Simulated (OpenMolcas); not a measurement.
**Co2+, Rh2+, Ir2+: d⁷ down the group**

```yaml
Program: OpenMolcas
Method: SS-CASPT2, IPEA 0.25 Eh, imaginary shift 0.1 Eh
Basis: ANO-RCC-VQZP
Scalar_Hamiltonian: DKH2, point nucleus
Spin-orbit_coupling: RASSI with atomic mean-field integrals over the reference wave functions, term energies averaged over their components
```

Active space for each ion: 7 electrons in 5 orbitals (d); closed shells correlated by CASPT2: Co2+ 3s 3p; Rh2+ 4s 4p; Ir2+ 5s 5p.

Computed levels in cm-1 above ⁴F_9/2:

```tsv
Level	Co2+	Rh2+	Ir2+
⁴F_7/2	826	2130	7750
⁴F_5/2	1431	3480	9190
⁴P_5/2	15510	11720	14500
⁴P_1/2	16180	13200	17790
²G_9/2	16190	13210	16030
²G_7/2	16970	15320	21800
²H_11/2	21950	17620	21490
²P_1/2	22220	19410	28960
²D_5/2(1)	22640	18750	24840
weight of ⁴F in the lowest level (%)	100	98	85
```

Mixed levels, with the weight of the term that names them: Ir2+ ⁴F_5/2 (62 %), Ir2+ ⁴P_1/2 (73 %), Ir2+ ²G_9/2 (60 %), Ir2+ ²P_1/2 (73 %), Ir2+ ²D_5/2(1) (72 %).

Measured, with the error of the calculation in %. Measured levels: Co2+ from Sugar and Corliss, J. Phys. Chem. Ref. Data 10, 1097 (1981); Rh2+ from the list in Shadmi, J. Res. Natl. Bur. Stand. 70A, 435 (1966).

```json
{"Level": "⁴F_7/2", "Co2+": "841 (-1.8)", "Rh2+": "2148 (-0.8)"}
{"Level": "⁴F_5/2", "Co2+": "1451 (-1.4)", "Rh2+": "3486 (-0.3)"}
{"Level": "⁴P_5/2", "Co2+": "15202 (+2.0)", "Rh2+": "11062 (+5.9)"}
{"Level": "⁴P_1/2", "Co2+": "15811 (+2.3)", "Rh2+": ""}
{"Level": "²G_9/2", "Co2+": "16978 (-4.7)", "Rh2+": ""}
{"Level": "²G_7/2", "Co2+": "17766 (-4.5)", "Rh2+": ""}
{"Level": "²H_11/2", "Co2+": "22720 (-3.4)", "Rh2+": ""}
{"Level": "²D_5/2(1)", "Co2+": "23059 (-1.8)", "Rh2+": ""}
```

The fine-structure level ⁴F_5/2 changes by a factor of 6.42 from Co2+ to Ir2+.

Without spin-orbit coupling ⁴P lies 14970, 10350, 9000 cm-1 above ⁴F in that order; the difference to the level ⁴P_5/2, of either sign, comes from spin-orbit coupling, which also lowers the zero.

CASPT2 breaks the degeneracy within a term, and the mean is taken; among the terms shown or strongly mixed into the levels shown the widest spread is 1300 cm-1 (3d⁷ ²H, Co2+). The CASPT2 spread within a term exceeds the gap to the next term for 3d⁷ ²P and 3d⁷ ²H, 3d⁷ ²H and 3d⁷ ²D(1), so the order of their levels is uncertain (figures for Co2+; the like holds for Rh2+, Ir2+). Levels of configurations with an s electron are missing; early in the row they begin among the upper levels of the d shell and mix with terms of their name (holds for Rh2+). Configurations with an s electron lie low in 5d ions of this charge, fall among these levels and mix in, so low-spin terms can stand far too high, up to twice their true height, and weights are not those of the real levels (holds for Ir2+). Computed and measured levels are paired by configuration, term and J; levels that our copy of the source lacks, or whose pairing is in doubt (as where it misses far off the trend of its configuration), stay unpaired and out of the deviations. Only configurations of the active space appear.

A number in round brackets counts repeated terms of one configuration in the order of the reference energies.
